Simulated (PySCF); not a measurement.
## Working out the ionisation energy of Zr

Zr [Kr] 4d2 5s2 (3F) → Zr⁺ [Kr] 4d2 5s1 (4F). Calculation: PySCF 2.14, in aug-cc-pwCVDZ-PP with ECP28MDF (6s6p5d3f, 70 functions); scalar relativity through the core potential. Frozen: nothing. Energies in hartree (1 hartree = 27.21139 eV):

```csv
part,Zr (lower),Zr⁺ (upper)
UHF,-46.304771,-46.114368
CCSD correlation,-0.320503,-0.276367
(T),-0.012072,-0.006802
```

What does Hartree-Fock give?

(-46.114368) − (-46.304771) = 0.190403 hartree = 5.181 eV.

What do CCSD and CCSD(T) give?

The CCSD correlation energies differ by 0.044136 hartree = 1.201 eV and the triples by 0.005270 hartree = 0.143 eV, so CCSD gives 6.382 eV and CCSD(T) 6.525 eV.

Measured between the centres of the two terms (NIST): 6.639 eV, so CCSD(T) (valence and next inner shell) is off by -0.114 eV.

A double-zeta basis recovers only part of the correlation energy.

What remains against the reference includes basis incompleteness and higher excitations.
